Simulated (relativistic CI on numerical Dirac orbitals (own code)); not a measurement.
**Electric-dipole transitions in W XXXI**

These numbers are calculated, not measured: Dirac-Coulomb-Breit CI, KLI orbitals optimised for each configuration, model QED, unscaled Slater integrals (own radial code, finite nucleus).

Configuration list (outside the closed core [Ar] 3d10): 4s²4p⁶4d⁸, 4s²4p⁵4d⁹, 4s²4p⁶4d⁷4f, 4s4p⁶4d⁹, 4s²4p⁵4d⁸4f, 4s4p⁶4d⁸4f, 4s²4p⁶4d⁷5s, 4s²4p⁶4d⁶4f5s, 4s²4p⁶4d⁷5p, 4s²4p⁵4d⁸5s, 4s²4p⁶4d⁷5f, 4s²4p⁶4d⁶5s5p, 4p⁶4d⁹4f, 4s4p⁶4d⁷4f5s, 4s²4p⁶4d⁷6p, 4s²4p⁵4d⁸5d, 4s4p⁶4d⁸5p, 4s²4p⁶4d⁷6f, 4p⁶4d⁹5p, 4s²4p⁵4d⁸5g, 4s²4p⁶4d⁷7p, 4s²4p⁵4d⁸6s, 4s²4p⁶4d⁷7f, 4p⁶4d¹⁰, 4p⁵4d¹⁰4f, 4p⁶4d⁹5s, 4p⁵4d¹⁰5s, 4p⁵4d⁹4f5s. Double excitations out of closed p, d and f shells are left out; levels of such configurations are missing from the list, as are those of other unlisted configurations, and high levels can miss mixing partners. These lack a partner that the ground configuration has and come out too high: 4s²4p⁵4d⁸5d, 4s²4p⁵4d⁸5g, 4s²4p⁵4d⁸6s.

```tsv
λ vac (nm)	Lower	Upper	A (s⁻¹)	gf	Branching (%)
4.4532	4s²4p⁶4d⁸ ¹G4 [7]	4s²4p⁵4d⁹ ¹F°3 [225]	4.17e+12	8.68e+00	69.3
4.5920	4s²4p⁶4d⁸ ³F2 [8]	4s²4p⁵4d⁹ ³F°2 [226]	4.73e+12	7.47e+00	98.7
4.8405	4s²4p⁶4d⁸ ¹G4 [7]	4s²4p⁶4d⁷4f ¹H°5 [221]	4.97e+12	1.92e+01	100.0
4.8414	4s²4p⁶4d⁸ ³F4 [1]	4s²4p⁶4d⁷4f ³G°5 [203]	4.88e+12	1.89e+01	100.0
4.8537	4s²4p⁶4d⁸ ³P2 [5]	4s²4p⁶4d⁷4f ³D°2 [218]	2.56e+12	4.52e+00	52.2
4.8538	4s²4p⁶4d⁸ ¹D2 [2]	4s²4p⁶4d⁷4f ¹F°3 [209]	4.76e+12	1.18e+01	98.7
4.8630	4s²4p⁶4d⁸ ¹D2 [2]	4s²4p⁶4d⁷4f ¹D°2 [207]	4.86e+12	8.62e+00	99.6
4.8652	4s²4p⁶4d⁸ ³F3 [4]	4s²4p⁶4d⁷4f ³G°4 [214]	4.53e+12	1.45e+01	93.8
4.8660	4s²4p⁶4d⁸ ³F3 [4]	4s²4p⁶4d⁷4f ³F°3 [213]	3.44e+12	8.56e+00	71.4
4.8716	4s²4p⁶4d⁸ ³P0 [3]	4s²4p⁶4d⁷4f ¹P°1 [211]	4.82e+12	5.15e+00	96.7
4.8718	4s²4p⁶4d⁸ ³F4 [1]	4s²4p⁶4d⁷4f ³F°4 [201]	3.31e+12	1.06e+01	99.8
4.8743	4s²4p⁶4d⁸ ³F4 [1]	4s²4p⁶4d⁷4f ³D°3 [200]	4.81e+12	1.20e+01	98.6
4.8761	4s²4p⁶4d⁸ ³P1 [6]	4s²4p⁶4d⁷4f ³D°1 [219]	3.93e+12	4.20e+00	76.9
4.8775	4s²4p⁶4d⁸ ³F4 [1]	4s²4p⁶4d⁷4f ³F°4 [199]	1.44e+12	4.62e+00	100.0
4.8788	4s²4p⁶4d⁸ ³P2 [5]	4s²4p⁶4d⁷4f ³D°3 [216]	4.34e+12	1.08e+01	89.8
4.8827	4s²4p⁶4d⁸ ³F2 [8]	4s²4p⁶4d⁷4f ³G°3 [222]	4.80e+12	1.20e+01	98.9
4.8905	4s²4p⁶4d⁸ ³F3 [4]	4s²4p⁶4d⁷4f ³D°2 [212]	3.51e+12	6.30e+00	73.7
4.8908	4s²4p⁶4d⁸ ¹D2 [2]	4s²4p⁶4d⁷4f ¹P°1 [204]	4.63e+12	4.98e+00	98.1
4.9137	4s²4p⁶4d⁸ ¹G4 [7]	4s²4p⁶4d⁷4f ¹G°4 [217]	4.40e+12	1.43e+01	92.8
4.9307	4s²4p⁶4d⁸ ³P2 [5]	4s²4p⁶4d⁷4f ³S°1 [215]	3.58e+12	3.91e+00	78.3
```

Terms are leading LS components. Brackets give the number of a level in order of energy, since labels repeat. The list gives strong lines, with weight on those to low levels, without lines whose two gauges differ by over a factor of 2.5, among the lowest 400 of 5164 levels, so that lines to higher ones, which can be the strongest, are missing. Levels whose partners in the same complex of configurations lie outside the list can be far off, and so can their lines. Rates are taken at the computed energies, electric ones in the length gauge.

At this charge energies of transitions that change n are usually good to better than 1 %, and those within a shell (Δn = 0) to a few per cent. Terms inside the open d or f shell come out 10 to 20 % too wide with unscaled integrals.

LS names give the leading component of a level, which can be under half, so a name can repeat, a term be missing and a line seem to break the LS rules.
